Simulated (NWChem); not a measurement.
System: C3H4O2Si; SMILES C#C[SiH]1OCO1

NWChem printed, in part:

```
             Northwest Computational Chemistry Package (NWChem) 7.3.0
             --------------------------------------------------------

 CS  symmetry detected

                             Geometry "geometry" -> ""
                             -------------------------

 Output coordinates in angstroms (scale by  1.889725989 to convert to a.u.)

  No.       Tag          Charge          X              Y              Z
 ---- ---------------- ---------- -------------- -------------- --------------
    1 C                    6.0000     0.45940518    -2.86795957     0.00000000
    2 C                    6.0000     0.04184749    -1.72469199     0.00000000
    3 Si                  14.0000    -0.61705859    -0.02664579     0.00000000
    4 O                    8.0000     0.09035157     1.03653435     1.10240000
    5 C                    6.0000     0.59260638     1.78174280     0.00000000
    6 O                    8.0000     0.09035157     1.03653435    -1.10240000
    7 H                    1.0000     0.83444810    -3.87703031     0.00000000
    8 H                    1.0000    -2.09767573    -0.08402019     0.00000000
    9 H                    1.0000     0.19549223     2.81318587     0.00000000
   10 H                    1.0000     1.69777627     1.80180861     0.00000000

 Effective nuclear repulsion energy (a.u.)     277.3873136221

      Symmetry information
      --------------------

 Group name             Cs
 Group number              2
 Group order               2
 No. of unique centers     9

                                Z-matrix (autoz)
                                --------

 Units are Angstrom for bonds and degrees for angles

      Type          Name      I     J     K     L     M      Value
      ----------- --------  ----- ----- ----- ----- ----- ----------
    1 Stretch                  1     2                       1.21713
    2 Stretch                  1     7                       1.07651
    3 Stretch                  2     3                       1.82141
    4 Stretch                  3     4                       1.68703
    5 Stretch                  3     5                       2.17567
    6 Stretch                  3     6                       1.68703
    7 Stretch                  3     8                       1.48173
    8 Stretch                  4     5                       1.42228
    9 Stretch                  5     6                       1.42228
   10 Stretch                  5     9                       1.10525
   11 Stretch                  5    10                       1.10535
   12 Bend                     1     3     4               116.15305
   13 Bend                     1     3     5               125.47094
   14 Bend                     1     3     6               116.15305
   15 Bend                     1     3     8               108.53064
   16 Bend                     2     3     4               115.83831
   17 Bend                     2     3     5               125.01256
   18 Bend                     2     3     6               115.83831
   19 Bend                     2     3     8               108.98901
   20 Bend                     3     4     5                88.38331
   21 Bend                     3     5     4                50.81378
   22 Bend                     3     5     6                50.81378
   23 Bend                     3     5     9               125.16357
   24 Bend                     3     5    10               124.81947
   25 Bend                     3     6     5                88.38331
   26 Bend                     4     3     5                40.80291
   27 Bend                     4     3     6                81.60543
   28 Bend                     4     3     8               116.32172
   29 Bend                     4     5     6               101.62699
   30 Bend                     4     5     9               111.22828
   31 Bend                     4     5    10               111.25915
   32 Bend                     5     3     6                40.80291
   33 Bend                     5     3     8               125.99843
   34 Bend                     6     3     8               116.32172
   35 Bend                     6     5     9               111.22828
   36 Bend                     6     5    10               111.25915
   37 Bend                     7     3     4               116.21779
   38 Bend                     7     3     5               125.56540
   39 Bend                     7     3     6               116.21779
   40 Bend                     7     3     8               108.43617
   41 Bend                     9     5    10               110.01695
   42 Torsion                  2     3     4     5         114.49497
   43 Torsion                  2     3     5     4         -90.16290
   44 Torsion                  2     3     5     6          90.16290
   45 Torsion                  2     3     5     9         180.00000
   46 Torsion                  2     3     5    10           0.00000
   47 Torsion                  2     3     6     5        -114.49497
   48 Torsion                  3     4     5     6           0.25782
   49 Torsion                  3     4     5     9         118.71531
   50 Torsion                  3     4     5    10        -118.24925
   51 Torsion                  3     6     5     4          -0.25782
   52 Torsion                  3     6     5     9        -118.71531
   53 Torsion                  3     6     5    10         118.24925
   54 Torsion                  1     2     4     3        -178.33464
   55 Torsion                  4     3     5     6        -179.67419
   56 Torsion                  4     3     5     9         -89.83710
   57 Torsion                  4     3     5    10          90.16290
   58 Torsion                  4     3     6     5           0.21521
   59 Torsion                  4     5     3     6         179.67419
   60 Torsion                  4     5     3     8          89.83710
   61 Torsion                  1     2     5     3         180.00000
   62 Torsion                  5     4     3     6          -0.21521
   63 Torsion                  5     4     3     8        -115.49612
   64 Torsion                  5     6     3     8         115.49612
   65 Torsion                  1     2     6     3         178.33464
   66 Torsion                  6     3     5     9          89.83710
   67 Torsion                  6     3     5    10         -90.16290
   68 Torsion                  6     5     3     8         -89.83710
   69 Torsion                  3     4     1     7        -179.28513
   70 Torsion                  5     4     3     7         114.94238
   71 Torsion                  3     5     1     7         180.00000
   72 Torsion                  4     5     3     7         -90.16290
   73 Torsion                  6     5     3     7          90.16290
   74 Torsion                  7     3     5     9         180.00000
   75 Torsion                  7     3     5    10           0.00000
   76 Torsion                  3     6     1     7         179.28513
   77 Torsion                  5     6     3     7        -114.94238
   78 Torsion                  3     8     1     7         180.00000
   79 Torsion                  1     2     8     3         180.00000
   80 Torsion                  8     3     5     9           0.00000
   81 Torsion                  8     3     5    10         180.00000

                           NWChem Geometry Optimization
                           ----------------------------

 maximum gradient threshold         (gmax) =   0.000450
 rms gradient threshold             (grms) =   0.000300
 maximum cartesian step threshold   (xmax) =   0.001800
 rms cartesian step threshold       (xrms) =   0.001200
 fixed trust radius                (trust) =   0.300000
 source of zmatrix                         =   autoz

          -------------------
          Energy Minimization
          -------------------

 Using diagonal initial Hessian
 Scaling for Hessian diagonals: bonds = 1.00  angles = 0.25  torsions = 0.10

          --------
          Step   0

                                 NWChem DFT Module
                                 -----------------

 Summary of "ao basis" -> "ao basis" (spherical)
 ------------------------------------------------------------------------------
       Tag                 Description            Shells   Functions and Types
 ---------------- ------------------------------  ------  ---------------------
 C                           3-21g                   5        9   3s2p
 Si                          3-21g                   7       13   4s3p
 O                           3-21g                   5        9   3s2p
 H                           3-21g                   2        2   2s

      Symmetry analysis of basis
      --------------------------

        a'         48
        a"         18

            General Information
            -------------------
          SCF calculation type: DFT
          Wavefunction type:  closed shell.
          No. of atoms     :    10
          No. of electrons :    52
           Alpha electrons :    26
            Beta electrons :    26
          Charge           :     0
          Spin multiplicity:     1
          Use of symmetry is: on ; symmetry adaption is: on
          Maximum number of iterations: 150
          AO basis - number of functions:    66
                     number of shells:    40
          Convergence on energy requested:  1.00D-06
          Convergence on density requested:  1.00D-05
          Convergence on gradient requested:  5.00D-04

              XC Information
              --------------
                         B3LYP Method XC Potential
                     Hartree-Fock (Exact) Exchange  0.200
                        Slater Exchange Functional  0.800 local
                    Becke 1988 Exchange Functional  0.720 non-local
              Lee-Yang-Parr Correlation Functional  0.810
                  VWN I RPA Correlation Functional  0.190 local

             Grid Information
             ----------------
          Grid used for XC integration:  medium
          Radial quadrature: Mura-Knowles
          Angular quadrature: Lebedev.
          Tag              B.-S. Rad. Rad. Pts. Rad. Cut. Ang. Pts.
          ---              ---------- --------- --------- ---------
          C                   0.70       49          12.0       434
          Si                  1.10       88          10.0       590
          O                   0.60       49          12.0       434
          H                   0.35       45          12.0       434
          Grid pruning is: on
          Number of quadrature shells:   464
          Spatial weights used:  Erf1

      Superposition of Atomic Density Guess
      -------------------------------------

 Sum of atomic energies:        -550.44668265

      Non-variational initial energy
      ------------------------------

 Total energy =    -553.090373
 1-e energy   =   -1308.893726
 2-e energy   =     478.416040
 HOMO         =      -0.320181
 LUMO         =      -0.000088

      Symmetry analysis of molecular orbitals - initial
      -------------------------------------------------

  Numbering of irreducible representations:

     1 a'          2 a"

  Orbital symmetries:

     1 a'          2 a'          3 a"          4 a'          5 a'
     6 a'          7 a'          8 a'          9 a'         10 a"
    11 a'         12 a"         13 a'         14 a'         15 a'
    16 a'         17 a'         18 a"         19 a'         20 a'
    21 a'         22 a"         23 a"         24 a"         25 a'
    26 a'         27 a"         28 a'         29 a'         30 a"
    31 a'         32 a'         33 a'         34 a"         35 a'
    36 a'

[...]

      ----------------------
      Optimization converged
      ----------------------

  Step       Energy      Delta E   Gmax     Grms     Xrms     Xmax
  ---- ---------------- -------- -------- -------- -------- --------
@   15    -553.64238475 -7.5D-08  0.00004  0.00001  0.00032  0.00110
                                     ok       ok       ok       ok

                                Z-matrix (autoz)
                                --------

 Units are Angstrom for bonds and degrees for angles

[...]

 Rotational Constants
 --------------------
 A=   0.244099 cm-1  (  0.351197 K)
 B=   0.063007 cm-1  (  0.090651 K)
 C=   0.059906 cm-1  (  0.086190 K)

 Temperature                      =   298.15K
 frequency scaling parameter      =   1.0000

 Zero-Point correction to Energy  =   40.804 kcal/mol  (  0.065025 au)
 Thermal correction to Energy     =   44.753 kcal/mol  (  0.071319 au)
 Thermal correction to Enthalpy   =   45.346 kcal/mol  (  0.072263 au)

 Total Entropy                    =   79.110 cal/mol-K
   - Translational                =   39.700 cal/mol-K (mol. weight =  99.9980)
   - Rotational                   =   26.950 cal/mol-K (symmetry #  =        1)
   - Vibrational                  =   12.460 cal/mol-K

 Cv (constant volume heat capacity) =   22.023 cal/mol-K
   - Translational                  =    2.979 cal/mol-K
   - Rotational                     =    2.979 cal/mol-K
   - Vibrational                    =   16.064 cal/mol-K

[normal modes left out]

 ----------------------------------------------------------------------------
 Normal Eigenvalue ||           Projected Infra Red Intensities
  Mode   [cm**-1]  || [atomic units] [(debye/angs)**2] [(KM/mol)] [arbitrary]
 ------ ---------- || -------------- ----------------- ---------- -----------
    1       -0.000 ||    0.000013           0.000         0.013       0.003
    2        0.000 ||    0.000033           0.001         0.032       0.007
    3        0.000 ||    0.000237           0.005         0.231       0.051
    4        0.000 ||    0.000104           0.002         0.101       0.022
    5        0.000 ||    0.000048           0.001         0.047       0.010
    6        0.000 ||    0.000197           0.005         0.193       0.043
    7      115.543 ||    0.002250           0.052         2.193       0.485
    8      134.168 ||    0.000596           0.014         0.581       0.129
    9      237.123 ||    0.012468           0.288        12.154       2.690
   10      335.945 ||    0.016900           0.390        16.475       3.646
   11      410.143 ||    0.045663           1.053        44.515       9.852
   12      595.548 ||    0.086371           1.993        84.199      18.634
   13      663.746 ||    0.012583           0.290        12.266       2.715
   14      690.036 ||    0.064389           1.486        62.770      13.892
   15      750.730 ||    0.020335           0.469        19.824       4.387
   16      816.974 ||    0.037428           0.864        36.487       8.075
   17      833.711 ||    0.038223           0.882        37.261       8.246
   18      876.486 ||    0.032228           0.744        31.417       6.953
   19      900.136 ||    0.138636           3.198       135.149      29.910
   20      928.839 ||    0.381571           8.803       371.975      82.322
   21     1001.969 ||    0.076746           1.771        74.816      16.558
   22     1090.761 ||    0.000206           0.005         0.200       0.044
   23     1096.973 ||    0.003165           0.073         3.085       0.683
   24     1344.217 ||    0.004047           0.093         3.945       0.873
   25     1582.302 ||    0.009348           0.216         9.113       2.017
   26     2181.251 ||    0.080008           1.846        77.996      17.261
   27     2257.065 ||    0.172320           3.976       167.986      37.177
   28     3083.377 ||    0.075764           1.748        73.859      16.346
   29     3148.528 ||    0.039334           0.907        38.345       8.486
   30     3480.742 ||    0.039322           0.907        38.333       8.483
 ----------------------------------------------------------------------------
```

Level: B3LYP/3-21G. 

Question: Which NWChem input produces such a log?

Answer: This is not unique; one that fits is the input that was run:
```
start job
memory heap 200 mb stack 900 mb global 1100 mb
geometry units angstroms
  C      0.434138     2.861099     0.000000
  C      0.029983     1.713025     0.000000
  Si    -0.609014     0.007387     0.000000
  O      0.110785    -1.047445     1.102400
  C      0.621723    -1.786727     0.000000
  O      0.110785    -1.047445    -1.102400
  H      0.797351     3.874488     0.000000
  H     -2.090201     0.047437     0.000000
  H      0.236702    -2.822745     0.000000
  H      1.727052    -1.793863     0.000000
end
basis spherical
  C library 3-21g
  Si library 3-21g
  O library 3-21g
  H library 3-21g
end
dft
  xc b3lyp
  iterations 150
end
driver
  maxiter 120
end
task dft optimize
task dft freq
```
